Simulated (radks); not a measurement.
Effect of the nuclear size on the lutetium ion Lu+, [Xe] 4f14 6s2. Method: Dirac Kohn-Sham, BLYP, spin-unpolarised, spherical densities, finite nucleus; Fermi nuclear charge, rms radius 5.37 fm; computed with a radial shooting solver on a logarithmic mesh with Libxc functionals. The rms radius is varied about that value; shifts are against it.

rms radius (fm) = 4.3443: total energy shift (eV) -15.6; density at nucleus (e/bohr^3) 1.189e+06; 1s1/2 shift (meV) -6340; 2s1/2 shift (meV) -870; 4p1/2 shift (meV) 0.395; 5s1/2 shift (meV) -6.78; 5p1/2 shift (meV) 0.736; 6s1/2 shift (meV) -0.517; 6p1/2 (empty) shift (meV) 0.244
rms radius (fm) = 4.9082: total energy shift (eV) -7.29; density at nucleus (e/bohr^3) 1.144e+06; 1s1/2 shift (meV) -2970; 2s1/2 shift (meV) -407; 4p1/2 shift (meV) 0.184; 5s1/2 shift (meV) -3.17; 5p1/2 shift (meV) 0.345; 6s1/2 shift (meV) -0.242; 6p1/2 (empty) shift (meV) 0.114
rms radius (fm) = 5.37: total energy shift (eV) 0; density at nucleus (e/bohr^3) 1.112e+06; 1s1/2 shift (meV) 0.000; 2s1/2 shift (meV) 0.000; 4p1/2 shift (meV) 0.000; 5s1/2 shift (meV) 0.000; 5p1/2 shift (meV) 0.000; 6s1/2 shift (meV) 0.000; 6p1/2 (empty) shift (meV) 0.000
rms radius (fm) = 5.5633: total energy shift (eV) 3.18; density at nucleus (e/bohr^3) 1.099e+06; 1s1/2 shift (meV) 1300; 2s1/2 shift (meV) 178; 4p1/2 shift (meV) -0.080; 5s1/2 shift (meV) 1.39; 5p1/2 shift (meV) -0.150; 6s1/2 shift (meV) 0.106; 6p1/2 (empty) shift (meV) -0.050
rms radius (fm) = 5.9231: total energy shift (eV) 9.32; density at nucleus (e/bohr^3) 1.078e+06; 1s1/2 shift (meV) 3800; 2s1/2 shift (meV) 520; 4p1/2 shift (meV) -0.232; 5s1/2 shift (meV) 4.05; 5p1/2 shift (meV) -0.440; 6s1/2 shift (meV) 0.309; 6p1/2 (empty) shift (meV) -0.146

Slopes of the eigenvalues against <r^2> in GHz/fm^2, as finite differences over the two radii next to the reference (eigenvalue slopes, not the field-shift constants of lines): 1s1/2 150000, 2s1/2 20600, 4p1/2 -9.30, 5s1/2 161, 5p1/2 -17.4, 6s1/2 12.3, 6p1/2 (empty) -5.80.
